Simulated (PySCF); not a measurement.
C₅H₉NO. Atoms are numbered in the order given.

```xyz
16

C      2.1162    -0.1165     0.0699
N      0.7030     0.1157    -0.0787
C      0.1561     0.9946    -1.0947
C     -1.3298     1.1067    -0.7032
C     -1.6081    -0.2052     0.0392
C     -0.2439    -0.6265     0.5860
O     -0.0178    -1.4752     1.4251
H      2.6495     0.8150     0.3275
H      2.5600    -0.5214    -0.8583
H      2.2526    -0.8477     0.8784
H      0.2853     0.5602    -2.1071
H      0.6716     1.9700    -1.0925
H     -1.4647     1.9600    -0.0203
H     -1.9793     1.2713    -1.5744
H     -2.3424    -0.1297     0.8528
H     -1.9534    -1.0046    -0.6393
```
Charge 0, spin multiplicity 1.

Geometry optimised at B3LYP-D3(BJ)/def2-SVP. Other conformers were not sampled.

Method: PySCF with PBE/def2-TZVP.

Atomic charges (e):

```json
[
 {"atom": "C1", "Löwdin": "-0.30", "Mulliken": "-0.31"},
 {"atom": "N2", "Löwdin": "0.19", "Mulliken": "0.00"},
 {"atom": "C3", "Löwdin": "-0.26", "Mulliken": "-0.15"},
 {"atom": "C4", "Löwdin": "-0.25", "Mulliken": "-0.20"},
 {"atom": "C5", "Löwdin": "-0.22", "Mulliken": "-0.15"},
 {"atom": "C6", "Löwdin": "-0.45", "Mulliken": "0.08"},
 {"atom": "O7", "Löwdin": "0.09", "Mulliken": "-0.31"},
 {"atom": "H8", "Löwdin": "0.12", "Mulliken": "0.12"},
 {"atom": "H9", "Löwdin": "0.12", "Mulliken": "0.12"},
 {"atom": "H10", "Löwdin": "0.14", "Mulliken": "0.16"},
 {"atom": "H11", "Löwdin": "0.13", "Mulliken": "0.09"},
 {"atom": "H12", "Löwdin": "0.13", "Mulliken": "0.11"},
 {"atom": "H13", "Löwdin": "0.14", "Mulliken": "0.10"},
 {"atom": "H14", "Löwdin": "0.14", "Mulliken": "0.11"},
 {"atom": "H15", "Löwdin": "0.15", "Mulliken": "0.11"},
 {"atom": "H16", "Löwdin": "0.15", "Mulliken": "0.11"}
]
```

Computed Mayer and Wiberg (Löwdin basis) orders of the bonds:
```json
[
 {"bond": "C1–N2", "Mayer": "0.96", "Wiberg": "1.29"},
 {"bond": "N2–C3", "Mayer": "0.98", "Wiberg": "1.21"},
 {"bond": "C3–C4", "Mayer": "1.03", "Wiberg": "1.19"},
 {"bond": "C4–C5", "Mayer": "1.03", "Wiberg": "1.20"},
 {"bond": "N2–C6", "Mayer": "1.19", "Wiberg": "1.46"},
 {"bond": "C5–C6", "Mayer": "0.98", "Wiberg": "1.12"},
 {"bond": "C6–O7", "Mayer": "2.09", "Wiberg": "2.61"},
 {"bond": "C1–H8", "Mayer": "0.96", "Wiberg": "0.92"},
 {"bond": "C1–H9", "Mayer": "0.96", "Wiberg": "0.91"},
 {"bond": "C1–H10", "Mayer": "0.95", "Wiberg": "0.89"},
 {"bond": "C3–H11", "Mayer": "0.93", "Wiberg": "0.86"},
 {"bond": "C3–H12", "Mayer": "0.95", "Wiberg": "0.87"},
 {"bond": "C4–H13", "Mayer": "0.94", "Wiberg": "0.85"},
 {"bond": "C4–H14", "Mayer": "0.95", "Wiberg": "0.86"},
 {"bond": "C5–H15", "Mayer": "0.95", "Wiberg": "0.85"},
 {"bond": "C5–H16", "Mayer": "0.93", "Wiberg": "0.83"}
]
```
